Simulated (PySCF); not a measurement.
Rubidium: a sound run and one with changed settings

Sound run: Rb [Kr] 5s1, Rb⁺ [Kr]. Calculation: PySCF 2.14, in def2-SVP with the def2 core potential (28 electrons) (5s3p2d, 24 functions); scalar relativity through the core potential. The sound run starts from symmetry-adapted Hartree-Fock orbitals and uses a fine grid where one is needed.

Changed run: initial guess minao, at most 50 SCF cycles, level shift 10.0 hartree.

```json
{"species": "Rb", "method": "UHF", "sound run (hartree)": "-23.80237", "changed run (hartree)": "-23.80237", "converged": "no"}
{"species": "Rb", "method": "M06-2X", "sound run (hartree)": "-24.02224", "changed run (hartree)": "-24.02196", "converged": "no"}
{"species": "Rb", "method": "BP86", "sound run (hartree)": "-24.12183", "changed run (hartree)": "-24.12150", "converged": "no"}
{"species": "Rb⁺", "method": "UHF", "sound run (hartree)": "-23.66254", "changed run (hartree)": "-23.66254", "converged": "no"}
{"species": "Rb⁺", "method": "M06-2X", "sound run (hartree)": "-23.87088", "changed run (hartree)": "-23.87088", "converged": "no"}
{"species": "Rb⁺", "method": "BP86", "sound run (hartree)": "-23.96270", "changed run (hartree)": "-23.96270", "converged": "no"}
```

A level shift slows the SCF but leaves a converged energy unchanged.
